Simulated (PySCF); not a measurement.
Cd(Me)2 cation (C₂H₆Cd), SMILES [CH3][Cd][CH3] (connectivity only; charge and spin as stated), charge +1, multiplicity 2.

Geometry: r2SCAN-D4/def2-SVP. The multiplicity is an assumed one; other spin states were not compared. The isomer is the one that the SMILES or the coordinates give; other isomers of the formula were not compared. The def2 effective core potentials stand for the cores of Cd; spin–orbit coupling is left out.

Two levels are set side by side: PBE/def2-TZVPD (PySCF) and M06-2X/def2-TZVPD (PySCF). Same geometry, gas phase. Differences are taken from unrounded values.

```tsv
quantity	M06-2X
α-spin orbital gap (eV)	9.02
β-spin orbital gap (eV)	4.58
mean polarisability (bohr³)	94.9
```

**Question.** What does PBE give, and how far is it from M06-2X? (The exact figures need the calculation; the answer reports its results.)

**Answer.** 
```
quantity                      PBE  PBE minus M06-2X
---------------------------  ----  ----------------
α-spin orbital gap (eV)      5.42             -3.60
β-spin orbital gap (eV)      1.79             -2.78
mean polarisability (bohr³)  68.5             -26.4
```

Rough cost on one machine, each run with all the roots and properties that it gave: M06-2X against PBE within a factor of 2.
